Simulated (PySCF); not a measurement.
# Working out the ionisation energy of I²⁺

I²⁺ [Kr] 4d10 5s2 5p3 (4S) → I³⁺ [Kr] 4d10 5s2 5p2 (3P). All numbers are calculated (PySCF 2.14, the spin-free X2C one-electron Hamiltonian (Gaussian nucleus), in x2c-SVPall (6s5p3d, 36 functions)). Frozen: [Kr] 4d10. Energies in hartree (1 hartree = 27.21139 eV):

```json
{"part": "UHF", "I²⁺ (lower)": "-7110.890907", "I³⁺ (upper)": "-7109.791372"}
{"part": "CCSD correlation", "I²⁺ (lower)": "-0.055301", "I³⁺ (upper)": "-0.046641"}
{"part": "(T)", "I²⁺ (lower)": "-0.000434", "I³⁺ (upper)": "-0.000328"}
```

Task: What does Hartree-Fock give?

Result: (-7109.791372) − (-7110.890907) = 1.099535 hartree = 29.920 eV.

Task: What do CCSD and CCSD(T) give?

Result: The CCSD correlation energies differ by 0.008660 hartree = 0.236 eV and the triples by 0.000106 hartree = 0.003 eV, so CCSD gives 30.156 eV and CCSD(T) 30.159 eV.

Reference: 29.57 ± 0.025 eV (measured; NIST Atomic Spectra Database, ionization energies), between the lowest levels; spin-orbit coupling is absent from the calculation.

A double-zeta basis recovers only part of the correlation energy.

What remains against the reference includes basis incompleteness, the frozen core and higher excitations.
